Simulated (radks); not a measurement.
Values are calculated unless marked as measured or tabulated.
Tc12+, configuration [Ar] 3d10 4s2 4p1 (the NIST ground configuration). Level of theory: non-relativistic Kohn-Sham, PBE, spin-polarised, spherical densities, point nucleus; open shells are filled with parallel spins first (spin-orbit coupling, left out, can overturn this in heavy ions); relativity is left out, which matters for an element this heavy (a radial shooting solver on a logarithmic mesh with Libxc functionals). Some entries of the table are withheld. Estimate them.

orbital,occ.,eigenvalue (hartree),<1/r> (bohr^-1)
1s up,1,-755.9469,42.48
1s down,1,-755.9374,42.48
2s up,1,-113.7242,9.600
2s down,1,-113.7188,9.600
2p up,3,-105.7258,9.595
2p down,3,-105.7168,9.595
3s up,1,-26.89703,3.368
3s down,1,-26.88449,3.369
3p up,3,(1),3.282
3p down,3,(2),3.283
3d up,5,-18.08429,3.118
3d down,5,-18.07003,3.120
4s up,1,-10.16690,1.429
4s down,1,-10.07439,1.431
4p up,1,-9.11271,(3)
4p down,0,-9.02074,(4)

Answer. 
(1) 3p up eigenvalue (hartree): -23.78498
(2) 3p down eigenvalue (hartree): -23.77090
(3) 4p up <1/r> (bohr^-1): 1.360
(4) 4p down <1/r> (bohr^-1): 1.360
